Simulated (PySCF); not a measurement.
# Successive ionisation energies of platinum

Calculated with PySCF 2.14, two-component X2C-1e (Gaussian nucleus, no Breit or QED terms), each ion in its own even-tempered basis; GMP2 freezes the deep shells of the larger ions and drops the highest virtual spinors; eV.

```
  ion      configuration  GHF (spin-free)  GHF (screened spin-orbit)  GMP2 (screened spin-orbit)          NIST            kind
Pt⁴⁴⁺  [Ar] 3d10 4s2 4p4           2313.1                     2285.2                      2286.1      2291 ± 4     theoretical
Pt⁴⁵⁺  [Ar] 3d10 4s2 4p3           2388.2                     2343.5                      2344.4      2350 ± 4     theoretical
Pt⁴⁶⁺  [Ar] 3d10 4s2 4p2           2445.6                     2529.3                      2530.9      2536 ± 4     theoretical
Pt⁴⁷⁺  [Ar] 3d10 4s2 4p1           2503.4                     2595.5                      2596.2      2603 ± 4     theoretical
Pt⁴⁸⁺      [Ar] 3d10 4s2           2744.5                     2744.1                      2747.0      2762 ± 4     theoretical
Pt⁴⁹⁺      [Ar] 3d10 4s1           2811.2                     2810.8                      2812.0  2827.8 ± 1.4  semi-empirical
Pt⁵⁰⁺          [Ar] 3d10           4745.9                     4710.3                      4711.7      4715 ± 4        measured
Pt⁵¹⁺           [Ar] 3d9           4874.9                     4841.6                      4843.0      4839 ± 4     theoretical
Pt⁵²⁺           [Ar] 3d8           5014.1                     4981.0                      4982.1      4980 ± 4     theoretical
Pt⁵³⁺           [Ar] 3d7           5155.2                     5130.2                      5130.4      5128 ± 5     theoretical
Pt⁵⁴⁺           [Ar] 3d6           5288.5                     5272.7                      5272.4      5270 ± 5     theoretical
Pt⁵⁵⁺           [Ar] 3d5           5475.5                     5412.5                      5412.3      5410 ± 5     theoretical
```

Q: Where is the largest relative jump?

A: From Pt⁴⁹⁺ to Pt⁵⁰⁺: 2812.0 to 4711.7 eV, where the electron removed from [Ar] 3d10 comes from a deeper shell or subshell.
